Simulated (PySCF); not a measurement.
**C³⁺: ionisation energy**

C³⁺ [He] 2s1 (2S) → C⁴⁺ 1s2 (1S), as a difference of total energies. Calculation: PySCF 2.14, in an uncontracted even-tempered set (20 s from 0.12 bohr⁻², ratio 2.2; 9 p from 0.23 bohr⁻², ratio 2.4; 6 d from 0.7 bohr⁻², ratio 2.4; 6 f from 1.1 bohr⁻², ratio 2.4; 5 g from 1.6 bohr⁻², ratio 2.4); the spin-free X2C one-electron Hamiltonian (Gaussian nucleus). Correlated levels: nothing frozen; virtual orbitals above 40 to 60 times the deepest correlated orbital energy dropped. The calculations carry no spin-orbit coupling.

```json
{"method": "UHF", "ionisation energy (eV)": "64.383", "error (eV)": "-0.111"}
{"method": "LDA", "ionisation energy (eV)": "64.392", "error (eV)": "-0.102"}
{"method": "PBE", "ionisation energy (eV)": "64.949", "error (eV)": "+0.455"}
{"method": "PBE0", "ionisation energy (eV)": "64.869", "error (eV)": "+0.375"}
{"method": "r2SCAN", "ionisation energy (eV)": "64.387", "error (eV)": "-0.107"}
{"method": "B97-3", "ionisation energy (eV)": "64.515", "error (eV)": "+0.021"}
{"method": "TPSSh", "ionisation energy (eV)": "64.784", "error (eV)": "+0.290"}
{"method": "MP2 (all electrons)", "ionisation energy (eV)": "64.490", "error (eV)": "-0.004"}
{"method": "SCS-MP2 (all electrons)", "ionisation energy (eV)": "64.480", "error (eV)": "-0.014"}
```

Reference: 64.494 eV (measured; NIST Atomic Spectra Database, ionization energies).
